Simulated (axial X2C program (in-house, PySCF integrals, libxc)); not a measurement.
Working with the constants of AgB⁺

A bond curve at the PBE0 level, 2c, was computed with an axial X2C code built on PySCF integrals (basis Ag dyall-cv3z [12s12p8d5f3g], B dyall-v3z [7s6p2d1f] (cores contracted in-house)) for the state Ω = 1/2 (⟨Sz⟩ = 0.50, ⟨Lz⟩ = 0.00 at PBE0). Its fit gives Re = 2.1034 Å, ωe = 408.3 cm⁻¹, ωexe = 4.96 cm⁻¹ and αe = 5.628e-03 cm⁻¹; the masses are 106.9051 and 11.0093 u. Two-component means X2C with spin–orbit coupling and atomic mean-field Coulomb and Gaunt terms.

**Question.** Find the reduced mass, Be and the force constant.

**Answer.** From the PBE0 values: μ = 9.9814 u. Be = 16.8576/(μ Re²) = 0.3817 cm⁻¹. k = 5.8918×10⁻⁷ μ ωe² = 0.98 mdyn/Å.

**Question.** Where do the fundamental and the first overtone lie?

**Answer.** ν(1←0) = ωe − 2ωexe = 398.4 cm⁻¹; ν(2←0) = 2ωe − 6ωexe = 786.8 cm⁻¹.

**Question.** Estimate the centrifugal constant by the Kratzer relation.

**Answer.** D = 4Be³/ωe² = 1.33e-06 cm⁻¹.

**Question.** A Morse curve ties αe to the other constants (Pekeris). How well does that hold?

**Answer.** αe(Morse) = 6Be²/ωe × (√(ωexe/Be) − 1) = 5.578e-03 cm⁻¹; the PBE0 curve gives 5.628e-03 cm⁻¹, a ratio of 0.99.

**Question.** Estimate De from a Morse curve and compare with the computed well depth of 2.084 eV to Ag+ + B.

**Answer.** De(Morse) = ωe²/(4ωexe) = 1.042 eV against 2.084 eV computed, a ratio of 0.50. The extrapolation falls short: long-range attraction (ionic or ion–induced dipole) or a change of character along the curve can cause this.

The state is a single determinant with fixed occupations, the lowest that a limited PBE0 search found. De is counted from the lowest determinant-based energies of the atoms at the same level, without counterpoise correction. Density functionals use the spin component along the axis (collinear). The 2c atoms are single determinants rather than J levels; their spin–orbit lowering is only partly caught, and De is too large by that part. This holds for PBE0. Without a current term, density functionals place determinants with orbital angular momentum somewhat too high.
